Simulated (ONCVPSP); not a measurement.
## Which change was made? (Li, ONCV)

- Element: lithium
- Generator: ONCVPSP 4.0.1
- Type: optimised norm-conserving Vanderbilt (ONCV)
- Functional: PBE
- Relativity: scalar-relativistic
- Frozen core: none
- Valence charge: 3
- Reference configuration: 1s2 2s1
- Partial waves: 1s+2s: rc 1.30 bohr, ncon 5, nbas 10, qcut 9.4 1/bohr, 2 projectors; p scattering state at 0.24 Ha: rc 1.30 bohr, ncon 3, nbas 8, qcut 7.4 1/bohr, 2 projectors, debl 0.4 Ha; d scattering state at 0.31 Ha: rc 1.25 bohr, ncon 4, nbas 8, qcut 8.9 1/bohr, 2 projectors, debl 1.9 Ha
- Local potential: polynomial inside 0.85 bohr (lpopt 5, dvloc0 0 Ha)
- Core correction: none

Cutoffs, loose and tight: the cutoffs (Ha) at which the residual kinetic energy of the hardest occupied pseudo-wave falls to 1 and 0.1 mHa per electron. They do not see the model core or the augmentation charge, which bear on the density cutoff. Test errors are all-electron minus pseudo excitation energies from the reference, over the configurations 1s2 2s0; 1s2 2s0.5; 1s2 2s0 2p1; 1s1 2s1; variants that change the core or the reference have their own tests.

The base gives: outcome: generated; cutoff, loose: 33 Ha; cutoff, tight: 39 Ha; bound ghosts: none; GHOST(+) flags above zero: none; largest test error (meV): +1148.

(1) After one change the result is: outcome: generated; cutoff, loose: 33 Ha; cutoff, tight: 39 Ha; bound ghosts: d; GHOST(+) flags above zero: d; largest test error (meV): +1148. Which change was it?
A. non-relativistic
B. s: rc 1.54
C. core [He], valence charge 1; reference 2s0.75; waves now 2s: rc 2.50 bohr, ncon 5, nbas 9, qcut 2.5 1/bohr, 2 projectors, debl 3 Ha; p scattering state at 0.21 Ha: rc 1.85 bohr, ncon 3, nbas 6, qcut 4.5 1/bohr, 1 projector; d scattering state at 0.03 Ha: rc 2.50 bohr, ncon 4, nbas 7, qcut 3.7 1/bohr, 3 projectors, debl 2.8 Ha; local potential polynomial inside 1.30 bohr (lpopt 5, dvloc0 3 Ha); core correction polynomial model core, fcfact 0.3

Results:

(1) A. The others give: core [He], valence charge 1; reference 2s0.75; waves now 2s: rc 2.50 bohr, ncon 5, nbas 9, qcut 2.5 1/bohr, 2 projectors, debl 3 Ha; p scattering state at 0.21 Ha: rc 1.85 bohr, ncon 3, nbas 6, qcut 4.5 1/bohr, 1 projector; d scattering state at 0.03 Ha: rc 2.50 bohr, ncon 4, nbas 7, qcut 3.7 1/bohr, 3 projectors, debl 2.8 Ha; local potential polynomial inside 1.30 bohr (lpopt 5, dvloc0 3 Ha); core correction polynomial model core, fcfact 0.3 → outcome: generated; cutoff, loose: 2.2 Ha; cutoff, tight: 4.0 Ha; bound ghosts: none; GHOST(+) flags above zero: none; largest test error (meV): +1.1 | s: rc 1.54 → outcome: generated; cutoff, loose: 29 Ha; cutoff, tight: 34 Ha; bound ghosts: none; GHOST(+) flags above zero: none; largest test error (meV): +1576.
